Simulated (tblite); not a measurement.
Species: CHBr₂F.
Numbering: `[F:1][CH:2]([Br:3])[Br:4]` (hydrogens: H5 on C2)

Method: GFN2-xTB as coded in tblite; computed harmonic values from a numerical Hessian at the method's own geometry, unscaled. The method is semi-empirical: single wavenumbers can be off by several per cent or more.

Harmonic wavenumbers (cm⁻¹): 145.9, 261.2, 320.8, 566.6, 573.9, 1073.2, 1125.1, 1218.2, 2933.6.

A = 5485, B = 1226, C = 1025 MHz; mass 189.843 u (most abundant isotopes); point group Cs, symmetry number 1.

Q: What is the zero-point energy?

A: ½Σν̃ = 4109 cm⁻¹ = 11.75 kcal/mol.

Q: Give the ideal-gas entropy at 500 K and 1 bar in the rigid-rotor, harmonic-oscillator model (classical rotation).

A: Translation 44.22, rotation 29.78, vibration 11.98: S = 86.0 cal/(mol K).

Q: And Cp and H(500 K) − H(0)?

A: Cp = 19.49 cal/(mol K), of which vibrations give 11.54 (their classical limit is 9 R = 17.9); H(500 K) − H(0) = 7.22 kcal/mol without the zero-point energy, 3.24 from vibrations.

Q: How do the functions run with temperature in this model?

A: 
```tsv
T (K)	S (cal/(mol K))	Cp (cal/(mol K))	H − H(0) (kcal/mol)	G − H(0) (kcal/mol)	ln q(vib)
150	67.0	12.3	1.45	-8.60	0.42
250	74.0	15.1	2.83	-15.67	1.07
298.15	76.7	16.2	3.58	-19.30	1.40
400	81.8	18.1	5.33	-27.38	2.10
600	89.6	20.5	9.22	-44.55	3.40
900	98.4	22.5	15.71	-72.82	5.13
```

q(vib) and H(0) count from the zero-point level.

Q: Blend soft modes into free rotors: weight 1/[1 + (100 cm⁻¹/ν̃)⁴] for the oscillator and the rest for a rotor with moment μB/(μ + B), μ = h/(8π²ν), B = 10⁻⁴⁴ kg m². What vibrational entropy results?

A: 11.84 cal/(mol K) in place of 11.98, which changes −T·S at 500 K by +0.07 kcal/mol.

Hindered rotation and anharmonicity are outside this model.
